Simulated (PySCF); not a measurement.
# Ionisation energy of Se by level of theory

Se [Ar] 3d10 4s2 4p4 (3P) → Se⁺ [Ar] 3d10 4s2 4p3 (4S), as a difference of total energies. Computed with PySCF 2.14 in x2c-QZVPPall with one added diffuse shell each of s, p, d, f type (12s9p6d5f1g, 113 functions), with the spin-free X2C one-electron Hamiltonian (Gaussian nucleus). Correlated levels: valence: [Ar] 3d10 frozen; valence and next inner shell: [Ne] frozen. The calculations carry no spin-orbit coupling.

| method | ionisation energy (eV) |
| --- | --- |
| UHF | 8.543 |
| LDA | 9.893 |
| PBE | 9.642 |
| PBE0 | 9.626 |
| r2SCAN | 9.676 |
| HSE06 | 9.677 |
| BLYP | 9.674 |
| TPSSh | 9.644 |
| MP2 (valence) | 9.333 |
| SCS-MP2 (valence) | 9.418 |
| MP2 (valence and next inner shell) | 9.395 |
| SCS-MP2 (valence and next inner shell) | 9.456 |

Question: How much does correlation contribute at MP2 (valence and next inner shell)?

Answer: 9.395 − (8.543) = 0.852 eV, measured against UHF.

Errors of the correlated levels include the incompleteness of this basis and the frozen core.

For comparison: 9.635 eV (measured; NIST levels, between the centres of gravity of the two terms).
